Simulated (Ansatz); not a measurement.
Job for Ansatz (a first-principles code): R-B3LYP/def2-TZVPPD on H2Se (SMILES [SeH2]) with ghost functions, monomers drawn apart or pushed together. Files ending in .json are basis or fitting sets from the Basis Set Exchange.

Ansatz 0.2 input:
```yaml
crystal:
  periodic: [false, false, false]
  atoms:
    - {symbol: Se, position_ang: [0.13985696, 0.12562136, 3.19287313]}
    - {symbol: H, position_ang: [0.35691040, -0.10423708, 4.63162896]}
    - {symbol: H, position_ang: [0.35035292, -1.29364533, 2.88431439]}
basis:
  gaussian:
    orbitals: def2-TZVPPD.json
    ghost_atoms:
      - {symbol: S, position_ang: [-0.23344105, -0.23086733, -0.08260392]}
      - {symbol: H, position_ang: [0.58208655, 0.81659205, 0.11794158]}
      - {symbol: H, position_ang: [-1.30168883, 0.43315143, 0.38675016]}
hamiltonian:
  xc: {name: B3LYP}
scf: {lower_state_search: off}
```

The head of its log:

```
WARN ansatz: RAYON_NUM_THREADS=1 ignored (pool sized by the plan → 1); use --threads N
Functional definition: B3LYP
these checks for a lower state are left out or cut short: stability, starts, cluster_reference, orbital_swaps, neighbouring_geometries, increment
integrals: 0.09 GiB planned
981 factors; their error is unknown
mean field: 0.73 GiB planned
mean field evaluation 1: about -65382.7963 eV, gradient 1.0e1 eV
mean field evaluation 2: about -65382.9467 eV, gradient 5.6e0 eV
```

Q: What total energy does the run end on?

A: -2402.7911 hartree.
